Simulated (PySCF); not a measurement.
# Worked example: oscillator strength and radiative lifetime

BGeH5O2, SMILES O[B](O)[GeH3].

Geometry optimised at ωB97X-D3(BJ)/def2-SVP. The structure was generated by enumeration, and PubChem lists no compound with its InChIKey, so it may never have been made. Other conformers were not sampled.

TDDFT-PBE0/def2-SVPD run with PySCF 2.14.0 puts the first singlet state with f over 0.02 at 6.73 eV (vertical), with the transition dipole (0.397, -0.136, -0.179) in atomic units.

Problem. Find the oscillator strength, the wavelength and the radiative lifetime that this transition would have in vacuum if emission retraced absorption.

Solution. 
|μ|² = 0.2081 au, so |μ| = 1.16 D. ΔE = 6.73/27.211 = 0.2473 hartree. f = (2/3) ΔE |μ|² = 0.034 (the program prints 0.034).
λ = 1239.84/6.73 = 184 nm; ν = 54281 cm⁻¹.
Einstein's coefficient A = 0.6670 ν² f s⁻¹ (ν in cm⁻¹) = 6.7e7 s⁻¹, so τ = 1/A = 15 ns. This state is S2; the lower singlet has f = 0.018. The figure is the radiative limit of this one transition; relaxation, internal conversion, crossing to triplets and a medium change what is measured.
